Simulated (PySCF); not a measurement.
**Dipole moment and polarisability of `O=CC(=O)N/C=C\F`**

Compound: C4H4FNO2.
Geometry (GFN2-xTB, Å), atoms numbered from 1 in this order:
```
atom  x, y, z in Å
O1     2.2485    1.4702   -0.5516
C2     2.3722    0.4218    0.0202
C3     1.1948   -0.4558    0.4129
O4     1.3250   -1.5133    0.9903
N5     0.0120    0.0943    0.0386
C6    -1.2176   -0.4866    0.2683
C7    -2.3735    0.0535   -0.0986
F8    -2.4252    1.2380   -0.7376
H9     3.3482    0.0014    0.3111
H10    0.0450    0.9898   -0.4399
H11   -1.1831   -1.4356    0.7803
H12   -3.3450   -0.3783    0.0683
```

Level: wB97X-D/def2-SVPD (PySCF), static field, nuclei fixed, core orbitals frozen in the response. The polarisability tensor in these axes (au):

```
x    95.24  -6.34   7.08
y    -6.34  61.11 -11.71
z     7.08 -11.71  46.87
```

Task: What are the eigenvalues, a third of the trace, and Δα (Δα² = ½Σ(αi − αj)² over the three pairs)?

Result: Principal values 40.10, 65.05 and 98.07 au; mean 67.74 au = 10.04 Å³ = 11.17 × 10⁻⁴⁰ C²·m²/J; Δα = 50.36 au (74 % of the mean).

Task: What is the dipole moment, and where does it point?

Result: (-0.95, -0.19, 0.04) D, 0.97 D in size, pointing from the negative to the positive side. Measured along this direction, the outermost atoms are H9 at the negative end and H12 at the positive end.

Task: Sum over states: ᾱ = Σ f/ω², ω in Eh. What share falls to these 8 lowest TDDFT singlets (eV, f)? 3.36, 0.0001; 4.35, 0.1706; 5.02, 0.0003; 6.70, 0.0184; 6.91, 0.4290; 7.03, 0.0619; 7.29, 0.0004; 7.59, 0.0140.

Result: They add up to 14.76 au, 21.8 % of the 67.74 au; the largest single term is 6.67 au, from the state at 4.35 eV. Terms in order: 0.01, 6.67, 0.01, 0.30, 6.65, 0.93, 0.01, 0.18 au. Higher excitations give the rest. The strengths listed sum to 0.695.

Task: Estimate the molar refractivity from the static electronic polarisability.

Result: Lorentz–Lorenz: R = (4π/3)N_A α = 2.5225 cm³/(mol·Å³) × 10.04 Å³ = 25.3 cm³/mol, in the limit of long wavelengths.

Task: Directions of the eigenvectors, and the extent of the frame along each?

Result: Largest value along (0.96, -0.22, 0.18), where the nuclei span 6.37 Å; middle along (0.28, 0.85, -0.44), 4.03 Å; least along (-0.06, 0.47, 0.88), 0.00 Å. The response follows the extents in order.

Task: Traceless (Buckingham) quadrupole moment about the centre of nuclear charge: eigenvalues?

Result: -12.84, 2.07, 10.77 D·Å. The values depend on the origin, since the dipole doesn't vanish. The electronic extent ⟨r²⟩ about the same centre is 1135 bohr², a root-mean-square distance of 2.30 Å for the 60 electrons.

Task: In a dilute gas of rigid molecules at 250 K, how does the orientational term μ²/3kT compare with the electronic polarisability?

Result: In Gaussian units μ²/3kT = 9.11 Å³ against 10.04 Å³, a ratio of 0.91; the Debye molar polarisation (4π/3)N_A(α + μ²/3kT) is 48.3 cm³/mol, leaving out the vibrational part.

Geometry: GFN2-xTB, one conformer, isolated molecule.

Note: wB97X-D ran without an empirical dispersion term, which enters the total energy and its gradient alone.
